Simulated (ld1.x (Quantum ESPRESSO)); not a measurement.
## u(r) = r·R(r): atom against pseudo-atom (technetium)

Columns: radius, all-electron u(r) and pseudo u(r) of the 5p shell (level -0.94 eV) of technetium in the configuration [Kr] 4d6 5s1 5p0; PBEsol, scalar-relativistic, PAW scheme, ld1.x (Quantum ESPRESSO) 7.5.

```csv
r (bohr),all-electron,pseudo
0.182,-0.0325,-0.0035
0.365,-0.0866,-0.0139
0.548,0.0410,-0.0307
0.730,0.1434,-0.0531
0.912,0.1717,-0.0803
1.095,0.1418,-0.1113
1.277,0.0801,-0.1448
1.460,0.0054,-0.1799
1.642,-0.0700,-0.2150
1.825,-0.1408,-0.2497
2.007,-0.2038,-0.2827
2.190,-0.2588,-0.3137
2.372,-0.3053,-0.3420
2.555,-0.3445,-0.3674
2.738,-0.3765,-0.3897
2.920,-0.4021,-0.4088
3.102,-0.4220,-0.4249
3.285,-0.4371,-0.4379
3.468,-0.4476,-0.4477
3.650,-0.4543,-0.4543
3.832,-0.4576,-0.4576
4.015,-0.4580,-0.4580
4.198,-0.4559,-0.4559
4.380,-0.4518,-0.4518
4.562,-0.4459,-0.4459
4.745,-0.4386,-0.4386
```

**Question.** How many radial nodes do the two functions have?

**Answer.** The all-electron 5p function has n − l − 1 = 3 (the table is too coarse to show those close to the nucleus); the pseudo-wave has 0, since the states of the same l below it are removed with the core.

**Question.** At about which radius was the pseudo-wave matched?

**Answer.** 3.65 bohr, where the columns begin to agree (steps of 0.18 bohr).

**Question.** Is the pseudo-wave norm-conserving?

**Answer.** No, it belongs to a PAW set: the norm inside the radius is not constrained, and the difference is carried by the augmentation charge.
